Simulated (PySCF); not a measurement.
## Two-photon absorption: 4-formylphenylboronic acid, C7H7BO3

Geometry:
| atom | x (Å) | y (Å) | z (Å) |
| --- | --- | --- | --- |
| O1 | 4.316 | 0.193 | -0.418 |
| C2 | 3.534 | -0.163 | 0.427 |
| C3 | 2.062 | -0.087 | 0.298 |
| C4 | 1.243 | -0.526 | 1.343 |
| C5 | -0.141 | -0.452 | 1.220 |
| C6 | -0.731 | 0.061 | 0.055 |
| B7 | -2.291 | 0.145 | -0.081 |
| O8 | -2.803 | 0.648 | -1.240 |
| O9 | -3.046 | -0.290 | 0.969 |
| C10 | 0.106 | 0.498 | -0.987 |
| C11 | 1.487 | 0.427 | -0.872 |
| H12 | 3.891 | -0.591 | 1.400 |
| H13 | 1.700 | -0.927 | 2.253 |
| H14 | -0.783 | -0.794 | 2.035 |
| H15 | -3.762 | 0.687 | -1.292 |
| H16 | -3.998 | -0.225 | 0.855 |
| H17 | -0.348 | 0.898 | -1.897 |
| H18 | 2.151 | 0.763 | -1.671 |

Computed, not measured: TDDFT CAM-B3LYP/aug-cc-pVDZ excited states, vertical, gas phase in PySCF 2.14.0. Geometry: PBE0-D3(BJ)/def2-SVP.

Give the one- and two-photon strengths of the lowest singlets.

δ for parallel linear polarisation; σ at the peak of a Lorentzian of half width 0.1 eV, single beam; Ω is circular over linear.
| state | E (eV) | f | photon λ (nm) | δ (au) | σ (GM) | Ω | main |
| --- | --- | --- | --- | --- | --- | --- | --- |
| S1 | 3.80 | 0.000 | 652 | 0.11 | 0.00 | 1.50 | HOMO−2→LUMO 0.84, HOMO−2→LUMO+9 0.12 |
| S2 | 4.73 | 0.030 | 524 | 4.05 | 0.03 | 1.00 | HOMO−1→LUMO 0.51, HOMO→LUMO 0.34 |
| S3 | 5.12 | 0.389 | 484 | 95.1 | 0.92 | 0.67 | HOMO→LUMO 0.58, HOMO−1→LUMO 0.34 |
| S4 | 6.47 | 0.211 | 383 | 18.2 | 0.28 | 1.15 | HOMO→LUMO+3 0.58, HOMO−1→LUMO+3 0.18 |
| S5 | 6.54 | 0.000 | 379 | 5.34 | 0.08 | 1.50 | HOMO→LUMO+1 0.74 |
| S6 | 6.57 | 0.001 | 378 | 0.94 | 0.01 | 1.50 | HOMO−3→LUMO 0.71, HOMO−2→LUMO+3 0.10 |

Among these, the strongest one-photon state is S3, the strongest two-photon state S3, with a dipole change of 1.7 D (relaxed, norm of the difference vector).
